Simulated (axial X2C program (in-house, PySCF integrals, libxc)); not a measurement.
# Low determinants of CaBr at the PBE0 level, with spin–orbit coupling

Computed with an axial X2C code built on PySCF integrals. Two-component (2c) means X2C with spin–orbit coupling and atomic mean-field two-electron Coulomb and Gaunt terms. Basis: Br dyall-cv3z [8s9p6d4f1g], Ca dyall-cv3z [11s12p6d4f] (cores contracted in-house); Gaussian nuclei, density fitting, unrestricted open shells. Masses: Br 78.918 u, Ca 39.963 u.

Search at 2.593 Å (vertical energies from the lowest determinant):

```tsv
ΔE (eV)	state	electrons beyond evenly filled partner blocks	electrons in ±ω = 1/2, 3/2, 5/2, 7/2
0.00	Ω = 1/2	ω = 1/2	39 14 2 0
1.83	Ω = 3/2	ω = 3/2	38 15 2 0
2.37	Ω = 5/2	ω = 5/2	38 14 3 0
4.56	Ω = 3/2	ω = 3/2	40 13 2 0
5.86	Ω = 7/2	ω = 1/2, 2 × ω = 3/2	39 14 2 0
5.91	Ω = 5/2	2 × ω = 1/2, ω = 3/2	40 13 2 0
5.97	Ω = 1/2	2 × ω = -1/2, ω = 3/2	40 13 2 0
```

Lowest determinant, Ω = 1/2 (⟨Sz⟩ = 0.50, ⟨Lz⟩ = 0.00 at PBE0): Re = 2.586 Å, ωe = 286.3 cm⁻¹.

The determinant in row 2 of the search, Ω = 3/2 (⟨Sz⟩ = 0.50, ⟨Lz⟩ = 1.00 at PBE0), was followed along the bond at PBE0; measured from the minimum of the lowest determinant it gives:

Te = 1.827 eV (14732 cm⁻¹), Re = 2.581 Å, ωe = 282.7 cm⁻¹.

(1) Compare the bond of the determinant in row 2 with that of the lowest one.

The search compares states at one distance, so a state with another bond length can lie lower; it is not exhaustive and yields mostly the lowest determinant of each block pattern, so other components and higher states of one pattern are missing. These are energies of single determinants, not of spin-adapted states; PBE0 term energies can be off by some tenths of an eV, and the functional has no current term.

## Answers

(1) At PBE0 its Re is 0.005 Å shorter and its force constant, which goes as ωe², is 0.98 times that of the lowest determinant. T0 ≈ Te + Δωe/2 = 14732 + (-2) = 14730 cm⁻¹.
